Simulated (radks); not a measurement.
Q: The iodine ion I3+, 50 electrons, occupied as [Kr] 4d10 5p4 (not the ground configuration). Calculated with a radial shooting solver on a logarithmic mesh with Libxc functionals: Dirac Kohn-Sham, PBE, spin-unpolarised, spherical densities, point nucleus; open shells are shared between the two j in proportion to 2j + 1. Some entries of the table are withheld. Estimate them.

orbital     occ.  eigenvalue (hartree)  r(max) (bohr)
1s1/2          2             -1212.602        0.01753
2s1/2          2             -188.3848        0.09925
2p1/2          2             -176.8251            (1)
2p3/2          4             -165.8464            (2)
3s1/2          2             -39.05920         0.2858
3p1/2          2                   (3)         0.2723
3p3/2          4                   (4)         0.2829
3d3/2          4             -23.80093         0.2300
3d5/2          6             -23.36647         0.2330
4s1/2          2              -7.91628         0.6808
4p1/2          2              -6.24774         0.6986
4p3/2          4              -5.84434         0.7228
4d3/2          4              -3.15738            (5)
4d5/2          6              -3.09352            (6)
5p1/2    1.33333              -1.34464          1.828
5p3/2    2.66667              -1.28954          1.892

A: 
(1) 2p1/2 r(max) (bohr): 0.07613
(2) 2p3/2 r(max) (bohr): 0.08093
(3) 3p1/2 eigenvalue (hartree): -34.28142
(4) 3p3/2 eigenvalue (hartree): -32.21515
(5) 4d3/2 r(max) (bohr): 0.7723
(6) 4d5/2 r(max) (bohr): 0.7807
